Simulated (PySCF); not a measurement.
Record of a relaxation.

Species: C2H5N3Sn.
Bonds: Sn1–N2, N2–C3 (aromatic), C3–N4 (aromatic), N4–N5 (aromatic), N5–C6 (aromatic), N2–C6 (aromatic). Hydrogens: H7, H8, H9 on Sn1; H10 on C3; H11 on C6.

Computed by this run: PySCF 2.14.0, PBE0-D3(BJ)/def2-SVP geometry optimisation, gas phase, def2 core potentials past Kr; density fitting, grid level 1; the optimiser is geomeTRIC in internal coordinates, started from a GFN2-xTB structure with every atom displaced at random (about 0.01 Å). 8 of its 10 geometries are shown. The frame can shift and turn from step to step; on so coarse a grid that alone can change the energy by a few meV, and forces under 0.02 eV/Å are noise.

Step 0: E = -12443.0110 eV, largest atomic force 2.161 eV/Å
```
atom  x, y, z in Å  |  force x, y, z in eV/Å
Sn1    -1.784   -0.160   -0.002   -1.037   0.770   0.208
N2      0.223    0.007   -0.018    1.216   0.428  -0.015
C3      0.981    1.135   -0.059    2.075  -0.579   0.177
N4      2.293    0.851   -0.016   -2.067   0.295  -0.165
N5      2.363   -0.497    0.038    1.139   0.028   0.097
C6      1.166   -0.972    0.044   -0.503  -0.639   0.002
H7     -2.093   -1.708   -0.422   -0.182  -1.084  -0.279
H8     -2.307    0.974   -1.131   -0.113   0.201  -0.236
H9     -2.303    0.244    1.549   -0.078   0.040   0.301
H10     0.587    2.123   -0.094   -0.415   0.930  -0.079
H11     0.911   -2.021    0.095   -0.035  -0.390  -0.012
```

Step 1: E = -12443.1205 eV, largest atomic force 0.798 eV/Å
```
atom  x, y, z in Å  |  force x, y, z in eV/Å
Sn1    -1.845   -0.118    0.204    0.340  -0.128  -0.094
N2      0.283    0.020    0.072   -0.769  -0.039   0.210
C3      1.049    1.138   -0.110   -0.004  -0.055  -0.482
N4      2.290    0.819   -0.379   -0.055   0.075   0.462
N5      2.383   -0.536   -0.310   -0.094  -0.054  -0.180
C6      1.185   -0.998   -0.058    0.117   0.128  -0.028
H7     -2.180   -1.769   -0.237    0.125   0.485   0.149
H8     -2.415    1.032   -0.952    0.113  -0.215   0.221
H9     -2.304    0.275    1.821    0.122  -0.081  -0.280
H10     0.643    2.154   -0.101    0.094  -0.111   0.022
H11     0.926   -2.052    0.042    0.010  -0.004  -0.002
```

Step 3: E = -12443.1674 eV, largest atomic force 0.214 eV/Å
```
atom  x, y, z in Å  |  force x, y, z in eV/Å
Sn1    -1.819   -0.117    0.192   -0.053   0.044   0.043
N2      0.250    0.020    0.044    0.068  -0.013  -0.123
C3      1.022    1.135   -0.132    0.019  -0.042  -0.036
N4      2.273    0.818   -0.330    0.076   0.009   0.200
N5      2.363   -0.538   -0.270   -0.036  -0.023  -0.202
C6      1.157   -0.998   -0.071    0.087   0.053   0.149
H7     -2.132   -1.730   -0.211   -0.041  -0.156  -0.031
H8     -2.404    1.003   -0.937   -0.055   0.076  -0.071
H9     -2.223    0.274    1.792   -0.036   0.028   0.112
H10     0.632    2.152   -0.103   -0.020   0.019  -0.035
H11     0.896   -2.053    0.018   -0.008   0.004  -0.004
```

Step 4: E = -12443.1721 eV, largest atomic force 0.096 eV/Å
```
atom  x, y, z in Å  |  force x, y, z in eV/Å
Sn1    -1.828   -0.119    0.191    0.024   0.012   0.035
N2      0.255    0.022    0.038   -0.016  -0.012   0.010
C3      1.033    1.135   -0.129   -0.012   0.022  -0.049
N4      2.285    0.819   -0.322   -0.022   0.011   0.022
N5      2.368   -0.539   -0.285   -0.018  -0.002   0.094
C6      1.165   -0.995   -0.066   -0.001  -0.026  -0.084
H7     -2.148   -1.746   -0.211    0.014   0.056   0.018
H8     -2.427    1.007   -0.945    0.022  -0.040   0.042
H9     -2.234    0.277    1.802    0.014  -0.014  -0.054
H10     0.643    2.153   -0.103    0.001  -0.005  -0.014
H11     0.902   -2.050    0.021   -0.005  -0.002  -0.020
```

Step 5: E = -12443.1743 eV, largest atomic force 0.175 eV/Å
```
atom  x, y, z in Å  |  force x, y, z in eV/Å
Sn1    -1.826   -0.118    0.192    0.018  -0.005   0.026
N2      0.254    0.020    0.030   -0.083  -0.012  -0.153
C3      1.029    1.135   -0.136    0.013  -0.030   0.092
N4      2.286    0.820   -0.302    0.007   0.000  -0.023
N5      2.371   -0.537   -0.263    0.008   0.002  -0.013
C6      1.164   -0.998   -0.074    0.012   0.040   0.081
H7     -2.150   -1.744   -0.204    0.007   0.034   0.011
H8     -2.429    1.006   -0.939    0.009  -0.018   0.018
H9     -2.223    0.279    1.804    0.010  -0.007  -0.028
H10     0.636    2.152   -0.119    0.001  -0.006  -0.006
H11     0.901   -2.053    0.003   -0.002   0.002  -0.006
```

Step 6: E = -12443.1756 eV, largest atomic force 0.134 eV/Å
```
atom  x, y, z in Å  |  force x, y, z in eV/Å
Sn1    -1.825   -0.118    0.190   -0.007   0.002   0.031
N2      0.250    0.020    0.018    0.053  -0.006  -0.123
C3      1.029    1.135   -0.136   -0.007   0.040   0.061
N4      2.286    0.821   -0.293   -0.010  -0.005  -0.003
N5      2.371   -0.536   -0.254   -0.004  -0.002  -0.008
C6      1.162   -0.996   -0.075    0.003  -0.031   0.057
H7     -2.148   -1.742   -0.200   -0.005  -0.028  -0.007
H8     -2.435    1.001   -0.936   -0.011   0.020  -0.022
H9     -2.211    0.279    1.800   -0.007   0.008   0.029
H10     0.637    2.152   -0.120   -0.004   0.005  -0.010
H11     0.898   -2.051   -0.001    0.000  -0.003  -0.006
```

Step 8: E = -12443.1778 eV, largest atomic force 0.074 eV/Å
```
atom  x, y, z in Å  |  force x, y, z in eV/Å
Sn1    -1.826   -0.120    0.182   -0.021  -0.001   0.018
N2      0.244    0.014   -0.045    0.071   0.015   0.017
C3      1.025    1.134   -0.140   -0.011   0.059  -0.036
N4      2.290    0.828   -0.236   -0.018  -0.005   0.042
N5      2.381   -0.529   -0.197   -0.006   0.003  -0.026
C6      1.167   -0.995   -0.084   -0.029  -0.062   0.002
H7     -2.164   -1.748   -0.184    0.001  -0.005  -0.008
H8     -2.471    0.994   -0.933    0.007  -0.004  -0.002
H9     -2.164    0.289    1.803    0.001   0.001  -0.007
H10     0.626    2.148   -0.142    0.000   0.005  -0.004
H11     0.905   -2.052   -0.033    0.006  -0.004   0.003
```

Step 9: E = -12443.1781 eV, largest atomic force under 0.02 eV/Å
```
atom  x, y, z in Å  |  force x, y, z in eV/Å
Sn1    -1.826   -0.121    0.184   -0.001  -0.006   0.006
N2      0.245    0.016   -0.038    0.009   0.006   0.000
C3      1.025    1.136   -0.140   -0.005   0.001  -0.002
N4      2.290    0.828   -0.239   -0.002  -0.008   0.001
N5      2.380   -0.529   -0.203    0.010   0.004   0.003
C6      1.166   -0.996   -0.083   -0.014   0.002  -0.001
H7     -2.161   -1.748   -0.188    0.001   0.001  -0.004
H8     -2.465    0.994   -0.934    0.000   0.001  -0.004
H9     -2.170    0.288    1.802   -0.001   0.001   0.001
H10     0.627    2.151   -0.142    0.000  -0.001   0.000
H11     0.903   -2.052   -0.029    0.002   0.000   0.000
```

Problem. Summarise the path.

Solution. The energy falls by 0.1671 eV from step 0 to step 9; nine tenths of that is first reached at step 3. It falls at every step. The largest force goes from 2.161 to under 0.02 eV/Å. Among the bonds Sn1–N2 changes most, from 2.014 to 2.088 Å; the atoms move by 0.047 Å rms after alignment.

Problem. Follow the three bonds and two angles with the largest change from start to end.

Solution. 
| step | E above end (eV) | largest force (eV/Å) | Sn1–N2 (Å) | Sn1–H7 (Å) | C3–N4 (Å) | C3–N4–N5 (°) | H8–Sn1–H9 (°) |
| --- | --- | --- | --- | --- | --- | --- | --- |
| 0 | 0.1671 | 2.161 | 2.014 | 1.634 | 1.343 | 105.2 | 111.1 |
| 1 | 0.0576 | 0.798 | 2.137 | 1.741 | 1.310 | 107.3 | 112.8 |
| 2 | 0.0364 | 0.737 | 2.087 | 1.697 | 1.307 | 107.0 | 113.1 |
| 3 | 0.0107 | 0.214 | 2.078 | 1.692 | 1.305 | 107.3 | 113.2 |
| 4 | 0.0060 | 0.096 | 2.093 | 1.707 | 1.306 | 107.3 | 113.0 |
| 5 | 0.0039 | 0.175 | 2.091 | 1.705 | 1.306 | 107.3 | 113.0 |
| 6 | 0.0026 | 0.134 | 2.086 | 1.701 | 1.306 | 107.2 | 113.0 |
| 7 | 0.0012 | 0.050 | 2.085 | 1.699 | 1.305 | 107.3 | 113.0 |
| 8 | 0.0003 | 0.074 | 2.087 | 1.702 | 1.306 | 107.2 | 113.0 |
| 9 | 0.0000 | under 0.02 | 2.088 | 1.703 | 1.306 | 107.3 | 113.0 |

The cost below is that of the whole optimisation. Time: 61 s wall; peak memory 0.52 GiB. Hardware: Arm Neoverse V2, one thread, shared host.
